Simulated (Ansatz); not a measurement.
Molecule: C7H13 (charge 0, doublet). It need not be the lowest isomer of its formula. 
Geometry from a B3LYP-D3(BJ)/def2-TZVP (Ansatz, a quantum-chemistry and plane-wave program) optimisation:
```xyz
20

C     -2.6812    -0.6561    -0.6749
C     -1.3365     0.0677    -0.6376
C     -1.4061     1.3161     0.2401
C     -0.2206    -0.8894    -0.1656
C      1.1499    -0.3163    -0.2637
C      1.9900    -0.0912     0.8101
C      3.2550     0.4521     0.7347
H     -2.6461    -1.5294    -1.3297
H     -3.4738     0.0032    -1.0345
H     -2.9632    -0.9992     0.3245
H     -1.0892     0.3812    -1.6586
H     -1.6524     1.0465     1.2713
H     -0.4539     1.8478     0.2548
H     -2.1753     2.0038    -0.1168
H     -0.4258    -1.1912     0.8667
H     -0.2802    -1.7996    -0.7759
H      1.4988    -0.0403    -1.2559
H      1.6176    -0.3668     1.7943
H      3.6813     0.7466    -0.2163
H      3.8586     0.6003     1.6185
```
Charge 0, spin multiplicity 2.

Quantity: atomisation energy (electronic, to ground-state atoms), in eV. Correlated levels leave the core frozen unless marked. UHF or UKS for open shells. Spin-orbit coupling is left out. Non-relativistic. The coupled-cluster limit lacks core correlation, which all-electron functionals hold. CBS marks a two-point X^-3 extrapolation of the correlation energy; Hartree-Fock from the larger set. The bracket is a focal-point correction in the basis named.

The UHF reference is spin-contaminated (<S^2> 0.20 over the pure value in the largest basis). 

| level | program | atomisation energy (eV) |
|---|---|---|
| BLYP/def2-TZVPD | Ansatz | ? |
| revPBE-D4/def2-TZVPD | Ansatz + dftd4 | 84.51 |
| PBE0-D4/def2-TZVPD | Ansatz + dftd4 | 85.28 |
| BHLYP/def2-TZVPD | Ansatz | ? |
| r2SCAN0/def2-TZVPD | Ansatz | 83.98 |
| SCS-MP2/STO-3G | Ansatz | 87.16 |
| SCS-MP2/6-31G | Ansatz | 73.92 |
| CCSD/6-31G | Ansatz | ? |
| RI-MP2/CBS(cc-pVTZ,cc-pVQZ)+[CCSD(T)-MP2]/cc-pVTZ | Ansatz | 84.37 |

Problem. What belongs in the gaps?

Solution. 
- BLYP/def2-TZVPD, atomisation energy (eV): 83.25
- BHLYP/def2-TZVPD, atomisation energy (eV): 82.29
- CCSD/6-31G, atomisation energy (eV): 73.85
